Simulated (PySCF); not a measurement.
## Unknowns

One computed conformer, no solvent, one averaged value for each set of equivalent atoms, relativity neglected. Structure optimised with GFN2-xTB; GIAO PBE0/pcSseg-1 shieldings; PySCF.

Referencing at the same level of theory: $^{1}$H, $^{13}$C against TMS. Splittings of carbon signals by F and P are missing where no couplings were computed. Where no couplings were computed, multiplicities follow the n + 1 count of equivalent neighbours, and m marks all less simple cases (inequivalent or close neighbours, rings, F or P nearby). Acid and N–H amide carbonyl carbons lie up to 10 ppm further downfield in solution (hydrogen bonding). Shifts are as computed. Against solution values, carbons near 30 ppm lie about +3 ppm off and those near 130 ppm about +5 ppm. Of 1309 compounds with measured shifts, 239 miss one by over three times the rms of a fit or turn the order of signals round; such compounds aren't used in these exercises. Groups on amide-type nitrogens are kept apart (slow C–N rotation). OH and NH positions are gas-phase values without hydrogen bonding to other molecules.

Problem. C6H15FSi2. $^{1}$H NMR (400 MHz, computed): δ 5.07 (m, 2H), 5.01 (m, 1H), 4.59 (m, 2H), 4.00 (t, 3H), 2.15 (q, 2H), 1.93 (q, 2H), 1.10 (t, 3H). $^{13}$C{$^{1}$H} NMR (computed): δ 177.6 (C), 112.6 (CH), 78.0 (CH2), 36.5 (CH2), 26.9 (CH2), 20.7 (CH3). Identify the compound.

Solution. `CC/C(=C/[SiH2]CF)C[SiH3]`. Rings plus π bonds: 1 (no ring in the answer). 6 carbon signals for 6 carbons: no two carbons are equivalent. Carbon types of the structure: 1 × C, 1 × CH, 3 × CH2, 1 × CH3, leaving 5 H on heteroatoms. δC 177.6: fully substituted alkene carbon. δC 112.6: alkene CH; an sp2 carbon of a C=C bond. δC 78.0: sp3 CH2 bonded to F and Si; the inductive effect lowers its shielding. δC 36.5: allylic sp3 CH2; saturated and bonded to C and H only.

The shifts were computed for this structure.

Problem. C6H9NO. $^{1}$H NMR (400 MHz, computed): δ 5.45 (s, 1H), 4.67 (br, 1H), 4.35 (br, 1H), 3.44 (m, 2H), 2.92 (m, 2H), 2.16 (m, 2H). $^{13}$C{$^{1}$H} NMR (computed): δ 176.6 (C), 167.1 (C), 118.2 (CH), 35.3 (CH2), 32.1 (CH2), 18.7 (CH2). Give a structure.

Solution. SMILES C1CC(=CC(N)=O)C1. The formula gives 3 degrees of unsaturation (1 ring in the answer). 6 carbon signals for 6 carbons: no two carbons are equivalent. Carbon types of the structure: 2 × C, 1 × CH, 3 × CH2, leaving 2 H on heteroatoms. δC 176.6: β carbon of a C=C–C=O unit; conjugation with the carbonyl draws π density from the β position. δC 167.1: amide carbonyl carbon; it is a carbonyl in resonance with an O or N lone pair, the region of acids, esters and amides. δC 118.2: α carbon of a C=C–C=O unit; as expected for a trigonal carbon in a double bond. δH 4.67, 4.35: hydrogen on an amide-type nitrogen; exchangeable; this is the value without hydrogen bonding to other molecules.

This is the structure that produced the data.
